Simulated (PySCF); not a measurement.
germylsulfanylgermane (Ge2H6S), SMILES [GeH3][S][GeH3].

Geometry: B3LYP-D3(BJ)/def2-SVP.

The numbers are results of PBE0/def2-TZVP in PySCF, not measurements.

Symmetry labels are those of the subgroup C2v that the program uses (full group C2v).

Computed valence orbital energies around the gap with their symmetry:
```csv
orbital,symmetry,energy (eV)
HOMO−7,A1,-14.90
HOMO−6,A1,-10.47
HOMO−5,B2,-10.37
HOMO−4,B1,-10.24
HOMO−3,A2,-9.76
HOMO−2,B1,-9.17
HOMO−1,A1,-8.61
HOMO,B2,-7.19
LUMO,A1,-0.28
LUMO+1,B1,0.00
LUMO+2,A1,0.42
LUMO+3,A1,0.75
```
